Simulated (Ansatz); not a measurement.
```yaml
crystal:
  periodic: [false, false, false]
  atoms:
    - {symbol: C, position_ang: [-1.094650, -1.638962, -1.164534]}
    - {symbol: N, position_ang: [-0.357781, -0.822127, -0.357075]}
    - {symbol: Mo, position_ang: [-0.040763, 0.641132, 0.280873]}
    - {symbol: N, position_ang: [0.703497, 0.075902, 1.972074]}
    - {symbol: N, position_ang: [1.500977, 1.522683, -0.772451]}
    - {symbol: O, position_ang: [-1.173715, 1.378537, 0.554450]}
    - {symbol: H, position_ang: [-1.335168, -2.432013, -0.560536]}
    - {symbol: H, position_ang: [-0.923293, -1.752329, -2.054117]}
    - {symbol: H, position_ang: [-2.130428, -1.398136, -1.100322]}
    - {symbol: H, position_ang: [0.523371, 0.652369, 2.754185]}
    - {symbol: H, position_ang: [1.036220, -0.765498, 2.148973]}
    - {symbol: H, position_ang: [1.658349, 1.223770, -1.203784]}
    - {symbol: H, position_ang: [1.539434, 2.555961, -0.576019]}
basis:
  gaussian: {orbitals: def2-SVPD, nuclear_model: gaussian}
hamiltonian: {xc: {name: wB97M-V}}
relax: {f_tol: 0.001, max_steps: 2}
```

```sh
$ ansatz run in.yaml --threads 8 --pin off --events-out ev --progress --plain --max-ram 18278MiB
```

Output, abridged:

```
Functional definition: wB97M-V
1648 factors; their error is unknown
633 factors; integrals over basis functions are off by at most 3.7e-7 eV
mean field evaluation 1: about -9473.0817 eV, gradient 1.0e2 eV
mean field evaluation 2: about -9459.8333 eV, gradient 1.3e2 eV
mean field evaluation 4: about -9491.4640 eV, gradient 7.7e0 eV
mean field evaluation 8: about -9491.5827 eV, gradient 8.0e-2 eV
mean field evaluation 16: about -9491.5644 eV, gradient 8.6e-4 eV
mean field -9491.56441929 eV, -348.8085587956 hartree, gradient 6.7e-5 eV, S^2 0.000000; 0 other end points of the search recorded, 0 dependent functions left out
reference -9491.56450045 eV, -348.8085617780 hartree; 28, 28 occupied and 165, 165 virtual orbitals, 1648 factors
relax step   1: F+E_penalty+E_count = -9491.56441929 eV  Δ(F+E_penalty+E_count) = +0.000e0 eV  max|allowed force component| = 1.008e2 eV/Å  Δτ_max = 0.0000 Å  (37 SCF iters, accepted)
1648 factors; their error is unknown
633 factors; integrals over basis functions are off by at most 3.7e-7 eV
mean field -9511.64376442 eV, -349.5464611189 hartree, gradient 1.5e-5 eV, S^2 0.000000; 0 other end points of the search recorded, 0 dependent functions left out
reference -9511.64384080 eV, -349.5464639257 hartree; 28, 28 occupied and 165, 165 virtual orbitals, 1648 factors
relax step   2: F+E_penalty+E_count = -9511.64376442 eV  Δ(F+E_penalty+E_count) = -2.008e1 eV  max|allowed force component| = 1.622e1 eV/Å  Δτ_max = 0.1949 Å  (44 SCF iters, accepted)
Error: geometry relaxation did not converge after 2 steps: max|allowed force component| = 1.62e1 eV/Å (threshold 1.0e-3). Raise `relax.max_steps` over both its present limit and 2, loosen `relax.f_tol`, or start from a geometry closer to equilibrium. Where this run's directory can be resumed (`checkpoint.write`), a resume goes on for up to `relax.max_steps` more
```

(1) What is wrong with this run?

Answers

(1) The relaxation is allowed too few steps for its threshold. The run did not converge.
